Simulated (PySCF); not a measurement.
Compound: C4H8Ge.
Numbering: `[CH3:1][C:2]#[C:3][CH2:4][GeH3:5]` (hydrogens: H6, H7, H8 on C1; H9, H10 on C4; H11, H12, H13 on Ge5)

Computed, not measured: PBE0-D3(BJ)/def2-SVP geometry optimisation, gas phase (PySCF).

(1) Give the optimised bond lengths and angles.

Results:

(1) 
| bond | length (Å) |
| --- | --- |
| C1–C2 | 1.454 |
| C2≡C3 | 1.214 |
| C3–C4 | 1.449 |
| C4–Ge5 | 1.975 |
| C1–H6, C1–H7, C1–H8 | 1.101 |
| C4–H9, C4–H10 | 1.103 |
| Ge5–H11, Ge5–H12, Ge5–H13 | 1.539 |

Bonds in one row agree within 0.01 Å and their mean is given. A selection of angles:
| angle | degrees |
| --- | --- |
| C2–C1–H6 | 111.2 |
| H6–C1–H7 | 107.6 |
| C1–C2–C3 | 179.6 |
| C2–C3–C4 | 178.0 |
| C3–C4–Ge5 | 111.3 |
| C3–C4–H9 | 111.2 |
| Ge5–C4–H9 | 107.9 |
| H9–C4–H10 | 107.0 |
| C4–Ge5–H11 | 109.6 |
| H11–Ge5–H12 | 109.5 |

The 5 heavy atoms lie in one plane (0.001 Å rms). The 3 C–C bonds span 1.214 Å (C2≡C3, drawn triple) to 1.454 Å (C1–C2, drawn single), a spread of 0.240 Å. Ge5 (germanium bonded to C and 3 H) is tetrahedral (angles from 109.3° to 109.7°).

Point group: near Cs, missed by 0.23 Å at most; the miss may be what the optimiser left on a soft mode. No PBE0-D3(BJ)/def2-SVP frequencies stand behind this structure, so it isn't proved a minimum.

Time: 35 s wall; peak memory 0.53 GiB. Hardware: one thread of an Arm Neoverse V1, shared host with 32 logical CPUs at a one-minute load of 27. These figures are those of the optimisation.
